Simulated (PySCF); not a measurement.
pent-4-yn-2-one (C₅H₆O), SMILES C(C)(CC#C)=O. Atoms are numbered in the order given.

```xyz
12

C      2.1843     1.0664     0.9785
C      1.4882     0.2468     0.4124
C      0.6410    -0.7171    -0.2674
C     -0.8537    -0.3583    -0.4191
C     -1.4189     0.6799     0.5102
O     -1.5130    -0.9391    -1.2494
H      2.8055     1.7870     1.4774
H      1.0174    -0.9443    -1.2790
H      0.6564    -1.6816     0.2763
H     -2.5063     0.7440     0.3793
H     -1.1618     0.4462     1.5561
H     -0.9522     1.6557     0.2970
```
Charge 0, spin multiplicity 1.

Coordinates come from a r2SCAN-D4/def2-SVP optimisation. Other conformers were not sampled.

These are TDA-PBE/def2-SVPD run with PySCF values and carry that method's errors.

Vertical excitations. Isolated molecule, no solvent.

Estimate the UV-visible absorptions. (An estimate is asked for; the answer gives what the named calculation found.)


```csv
state,energy (eV),λ (nm),f,main pairs
S1,4.17,297,0.000,HOMO→LUMO 100 %
S2,4.98,249,0.006,HOMO−1→LUMO 98 %
S3,5.33,233,0.000,HOMO−2→LUMO 99 %
S4,5.63,220,0.010,"HOMO→LUMO+2 65 %, HOMO→LUMO+1 34 %"
S5,5.74,216,0.051,"HOMO→LUMO+1 56 %, HOMO→LUMO+2 33 %"
S6,5.89,211,0.026,HOMO→LUMO+3 95 %
S7,6.54,190,0.000,HOMO−1→LUMO+1 92 %
S8,6.77,183,0.012,"HOMO−1→LUMO+3 58 %, HOMO−1→LUMO+2 33 %"
S9,6.88,180,0.011,HOMO→LUMO+4 91 %
S10,6.92,179,0.007,"HOMO−2→LUMO+1 45 %, HOMO−1→LUMO+3 32 %, HOMO−1→LUMO+2 18 %"
T1,3.65,340,0,HOMO→LUMO 99 %
T2,4.85,256,0,HOMO−1→LUMO 99 %
T3,5.08,244,0,"HOMO→LUMO+1 46 %, HOMO−2→LUMO 25 %, HOMO−2→LUMO+1 14 %, HOMO−1→LUMO+2 8 %"
T4,5.21,238,0,"HOMO−2→LUMO 73 %, HOMO→LUMO+1 19 %"
```
Triplets are in the Tamm–Dancoff approximation.
